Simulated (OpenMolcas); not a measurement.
**Ce²⁺: effect of the level shift or regulariser**

| Item | Value |
| --- | --- |
| Program | OpenMolcas 26.06 |
| Basis | ANO-RCC-VQZP [9s8p6d4f3g2h] |
| Scalar Hamiltonian | DKH2, point nucleus |
| Active space | 2 electrons in 7 orbitals (4f) |
| State averaging | 2S+1 = 3 even, 21 roots; 2S+1 = 1 even, 28 roots |
| Spin-orbit coupling | RASSI with atomic mean-field integrals over the reference wave functions, term energies averaged over their components |

Methods on the same reference wave functions:
A. CASSCF
B. SS-CASPT2, IPEA 0.25 Eh, imaginary shift 0.1 Eh (closed shells correlated: 5s 5p)
C. SS-CASPT2, IPEA 0.25 Eh, imaginary shift 0.3 Eh (closed shells correlated: 5s 5p)

Energies in cm⁻¹ above 4f² ³H₄, the measured ground level; measured values from Martin, Zalubas and Hagan, Atomic Energy Levels: The Rare-Earth Elements, NSRDS-NBS 60 (1978).

```
  Level      A      B      C  Measured
4f² ³H₄    0.0    0.0    0.0       0.0
4f² ³H₅   1654   1691   1687      1528
4f² ³H₆   3426   3460   3450      3127
4f² ³F₂   5629   4080   4300      3763
4f² ³F₃   6682   5160   5390      4765
4f² ¹D₂  19335  15750  15380     12835
4f² ¹I₆  23105  19780  19630     17421
4f² ³P₀  24669  21240  20460     16072
4f² ³P₁  25119  21750  20970     16524
4f² ³P₂  25963  22580  21820     17317
4f² ¹S₀  52903  41940  41560     32839
```

Deviations, from unrounded energies. A percentage is the sum of absolute deviations over the sum of measured energies, with the sign that they share, or ± where signs differ.

```json
{"Against measurement": "mean absolute deviation (cm-1)", "Levels": "10", "A": "6200", "B": "3100", "C": "2800"}
{"Against measurement": "fine structure of the ground term (%)", "Levels": "2", "A": "+9.1", "B": "+10.6", "C": "+10.4"}
{"Against measurement": "other terms of the ground configuration (%)", "Levels": "8", "A": "+50.9", "B": "+25.3", "C": "+23.0"}
```

C lies closest to measurement on these levels and A furthest from it. The largest miss of C in the table is 4f² ¹S₀, by +8700 cm-1. The ranking rests on the paired levels alone, and a cruder setting can come out closer through cancelling errors.

Between B and C the level of the table that moves most is 4f² ³P₁, by 780 cm-1 (lowest in C, highest in B). Moves below CASPT2's spread within the term are not significant.

The mean deviations of B to C differ by less than CASPT2's widest spread within a term (2000 cm-1), so their order carries little weight.

From A to B the spin-free energies of the other terms of 4f² shown, above ³H, scale by factors of 0.69 to 0.85.

The lowest spin-free term lies below A's lowest term by 0.280 hartree in B, 0.279 hartree in C.

Term energies are means over components that CASPT2 splits; among the terms shown or strongly mixed into the levels shown the widest spread is 2000 cm-1 (4f² ¹I, B). Over all roots computed the reference weight is 0.86 to 0.92 in B; the roots of lowest weight are the least certain, and an intruder state may touch them. Without dynamic correlation excited terms often stand tens of per cent too high (terms of higher spin than the ground term too low), and those without a measured partner can miss by more than the paired ones (holds for A). Some terms miss by over 15 % even with CASPT2, which points to a basis or an active space too small for the shells correlated (holds for B; C). Some levels mix across a computed gap that differs much from the measured one, so their mixing is not that of the real levels (holds for C). The CASPT2 spread within a term exceeds the gap to the next term for 4f² ¹I and 4f² ³P, so the order of their levels is uncertain (holds for C). Computed and measured levels are paired by configuration, term and J; levels that our copy of the source lacks, or whose pairing is in doubt (as where it misses far off the trend of its configuration), stay unpaired and out of the deviations. Only configurations of the active space appear. The table leaves out levels that lie high or whose names do not pair safely across all columns.
